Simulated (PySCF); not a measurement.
From one molecule to another.

First species: C5H7NO3S.
SMILES: `C=NC1=CCS(=O)(=O)OC1`

Second species: C₆H₇Cl₃O₂.
InChI=1S/C6H7Cl3O2/c7-3-1-4(3)11-6(10)2-5(8)9/h3-5H,1-2H2/t3-,4-/m1/s1

Levels: PBE0/pcSseg-1 for HOMO energy, LUMO energy and HOMO–LUMO gap. Geometries: GFN2-xTB. Each species is one conformer at its optimised geometry, gas phase, non-relativistic unless stated; the electronic structure was computed with PySCF and density fitting.

The conformers computed, where there is a choice (atom-mapped SMILES and torsion angles):
- `[O:1]=[C:2]([CH2:3][CH:4]([Cl:5])[Cl:6])[O:7][C@@H:8]1[CH2:9][C@H:10]1[Cl:11]`: O1–C2–C3–C4 -66°, C2–C3–C4–Cl5 -62°, O1–C2–O7–C8 3°, C2–O7–C8–C9 -174°

The conformers of `C=NC1=CCS(=O)(=O)OC1` aren't listed.

Values for the first species:

| Quantity | Value |
| --- | --- |
| HOMO energy | -7.34 eV |
| LUMO energy | -1.61 eV |
| HOMO–LUMO gap | 5.73 eV |

Estimate the same properties for the second species, and the change in each.

```tsv
property	first	second	second less first
HOMO energy	-7.34 eV	-8.00 eV	-0.66 eV
LUMO energy	-1.61 eV	-0.76 eV	+0.85 eV
HOMO–LUMO gap	5.73 eV	7.24 eV	+1.51 eV
```

